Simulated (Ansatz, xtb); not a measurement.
## Relaxing a trial structure of C4H6Mg

The starting geometry of this gas-phase singlet was built from a drawn formula by distance geometry and a force field; its bonds are those of `[MgH][CH2]C1C=C1`.

```xyz
11

C    -1.9083   -0.2576    1.1857
C    -0.6121   -1.0295    0.9873
C    -0.4439   -1.4792   -0.3370
C    -0.8521   -2.4124    0.6385
Mg   -3.4540   -1.0195   -0.1402
H    -4.7243   -1.6333   -1.1895
H    -2.1711   -0.3939    2.2485
H    -1.7036    0.7924    0.9827
H     0.2837   -0.8303    1.5299
H    -0.1650   -1.2294   -1.3854
H    -1.1179   -3.4054    0.9569
```

Problem. Where would you expect an optimisation with r2SCAN-D4/def2-SVP to take it?

Solution. It keeps its bonds, and is `[MgH][CH2]C1C=C1`.

The energy falls by 0.98 eV over 7 steps:

```json
{"step": "1", "E − E(last) (eV)": "0.984"}
{"step": "2", "E − E(last) (eV)": "0.068"}
{"step": "3", "E − E(last) (eV)": "0.005"}
{"step": "4", "E − E(last) (eV)": "0.001"}
{"step": "5", "E − E(last) (eV)": "0.000"}
{"step": "6", "E − E(last) (eV)": "0.000"}
{"step": "7", "E − E(last) (eV)": "0.000"}
```

Final geometry (Å):

```tsv
atom	x (Å)	y (Å)	z (Å)
C	-1.9687	-0.1944	1.2291
C	-0.7183	-1.0171	0.9687
C	-0.4202	-1.6101	-0.3954
C	-0.7916	-2.4646	0.5199
Mg	-3.4380	-0.9825	-0.0806
H	-4.6735	-1.5724	-1.1105
H	-2.2430	-0.2609	2.3014
H	-1.7497	0.8798	1.0636
H	0.1675	-0.7492	1.5781
H	-0.0659	-1.4265	-1.4106
H	-0.9673	-3.5002	0.8138
```

From the same start GFN2-xTB ends elsewhere, differing in C2–Mg5 (2.55 against 2.92 Å here), C3–Mg5 (2.51 against 3.10 Å here), C4–Mg5 (2.51 against 3.09 Å here).

The end wasn't checked by frequencies. Run with Ansatz 0.2.0, 15 s on 2 threads of Intel(R) Xeon(R) Processor @ 2.70GHz (shared host).
